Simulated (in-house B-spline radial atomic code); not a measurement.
Ionisation energies along the 14-electron series, configuration [Ne] 3s2 3p2, as differences of self-consistent energies. NIST's values go from ground level to ground level; the uncertainty of those that are theory runs from under 0.1 % in few-electron ions to several per cent in heavy many-electron ones. Computed with an all-electron radial atomic-structure program (B-spline basis): non-relativistic Hartree-Fock, average of the configuration, point nuclei.

This level leaves out relativity, spin-orbit splitting included, which matters for heavy ions.

```tsv
ion	configuration after	ionisation energy (eV)	IE/(q+1)² (eV)	-ε less Coulomb ΔSCF (eV)	tabulated value (eV)	tabulated kind	computed minus tabulated (eV)
Sc7+	[Ne] 3s2 3p1	155.7	2.4324	0.42197	158.08	semi-empirical	-2.4
Ti8+	[Ne] 3s2 3p1	189.5	2.3394	0.42357	192.1	semi-empirical	-2.6
V9+	[Ne] 3s2 3p1	226.4	2.2638	0.42545	230.5	semi-empirical	-4.1
Cr10+	[Ne] 3s2 3p1	?	?	?	?	semi-empirical	?
Mn11+	[Ne] 3s2 3p1	309.3	2.1482	0.42953	314.4	semi-empirical	-5.1
Fe12+	[Ne] 3s2 3p1	355.4	2.103	0.43161	361	semi-empirical	-5.6
Co13+	[Ne] 3s2 3p1	?	?	?	?	semi-empirical	?
Ni14+	[Ne] 3s2 3p1	456.7	2.0296	0.43566	462.8	semi-empirical	-6.1
Cu15+	[Ne] 3s2 3p1	511.9	1.9994	0.43761	518.7	semi-empirical	-6.8
Zn16+	[Ne] 3s2 3p1	570.1	1.9726	0.43949	577.8	semi-empirical	-7.7
Ga17+	[Ne] 3s2 3p1	?	?	?	?	semi-empirical	?
Ge18+	[Ne] 3s2 3p1	695.7	1.927	0.44303	706.7	semi-empirical	-11.0
As19+	[Ne] 3s2 3p1	763.0	1.9075	0.4447	774	semi-empirical	-11.0
Se20+	[Ne] 3s2 3p1	833.4	1.8897	0.44629	845.8	semi-empirical	-12.4
Br21+	[Ne] 3s2 3p1	906.8	1.8735	0.44782	920.8	semi-empirical	-14.0
```

Question: Fill in the row of Cr10+.

Answer: ionisation energy (eV): 266.3; IE/(q+1)² (eV): 2.2011; -ε less Coulomb ΔSCF (eV): 0.42746; tabulated value (eV): 270.8; computed minus tabulated (eV): -4.5.

Question: Fill in the row of Co13+.

Answer: ionisation energy (eV): 404.5; IE/(q+1)² (eV): 2.0638; -ε less Coulomb ΔSCF (eV): 0.43366; tabulated value (eV): 410; computed minus tabulated (eV): -5.5.

Question: Fill in the row of Ga17+.

Answer: ionisation energy (eV): 631.4; IE/(q+1)² (eV): 1.9486; -ε less Coulomb ΔSCF (eV): 0.4413; tabulated value (eV): 640; computed minus tabulated (eV): -8.6.

Question: How far is this level of theory from the measured and semi-empirical values?

Answer: Over those 15 rows the differences run from -14 to -2.4 eV (mean absolute value 7.2 eV). The calculation leaves out relativity, correlation and, in open shells, the multiplet splittings that an average leaves out.
